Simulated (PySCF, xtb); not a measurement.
CH3FO2Si, SMILES O=CO[SiH2]F.

GFN2-xTB (xtb) at its own geometry gives an orbital gap of 4.84 eV and a dipole moment of 0.29 D.

Coordinates come from a PBE0-D3(BJ)/def2-SVP optimisation. The structure was generated by enumeration, and PubChem lists no compound with its InChIKey, so it may never have been made. One conformer was computed; it need not be the lowest.

Question: What does PBE/def2-TZVP run with PySCF give? (The exact figures need the calculation; the answer reports its results.)

Answer: gap 5.41 eV (levels -7.15 and -1.74 eV), dipole 0.53 D.
